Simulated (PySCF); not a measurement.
Sb (antimony, neutral) across methods

[Kr] 4d10 5s1 5p4, high-spin 4P determinant (an excited configuration). Computed with PySCF 2.14 in aug-cc-pVTZ-PP with ECP28MDF (6s5p4d2f, 55 functions), with scalar relativity through the core potential.

```tsv
method	E (hartree)	mean ε 5s α (eV)	mean ε 5p α (eV)	mean ε 5p β (eV)	Σ⟨r²⟩ (bohr²)	⟨S²⟩
wB97M-V	-239.8875	-19.050	-9.224	-6.801	61.48	3.758
M06-L	-240.0751	-14.597	-6.017	-4.269	61.24	3.758
LDA	-239.5368	-14.672	-6.176	-4.531	61.29	3.755
r2SCAN	-240.0243	-15.321	-6.538	-4.409	61.11	3.768
UHF	-239.00600	-21.476	-10.145	-5.729	63.28	3.798
PBE0	-239.9319	-16.374	-7.227	-5.027	61.29	3.760
PBEsol	-239.6564	-14.536	-6.116	-4.361	61.26	3.757
PBE	-239.9127	-14.482	-6.104	-4.400	61.43	3.757
HSE06	-239.9284	-15.894	-6.795	-4.698	61.37	3.758
```

Energies and moments cover only the electrons outside the core potential.
